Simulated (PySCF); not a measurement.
C4H3ClF2, SMILES C=C(F)/C(Cl)=C\F.

Geometry optimised at B3LYP-D3(BJ)/def2-SVP. The structure was generated by enumeration; whether it is a known compound was not checked. Other conformers were not sampled.

The numbers are results of SMD-B3LYP/def2-SVP (PySCF), not measurements.

Solvation free energies are E(SMD) − E(gas) at the gas-phase geometry, for 1 M in both phases. In vacuum the dipole moment is 1.23 D.

Computed solvation free energies in water, toluene, cyclohexanone:
```json
[
 {"solvent": "water", "ΔG(solv) (kcal/mol)": "1.6", "its non-electrostatic (CDS) part": "5.0", "dipole (D)": "1.51"},
 {"solvent": "toluene", "ΔG(solv) (kcal/mol)": "-2.0", "its non-electrostatic (CDS) part": "-0.5", "dipole (D)": "1.35"},
 {"solvent": "cyclohexanone", "ΔG(solv) (kcal/mol)": "-1.9", "its non-electrostatic (CDS) part": "1.2", "dipole (D)": "1.48"}
]
```
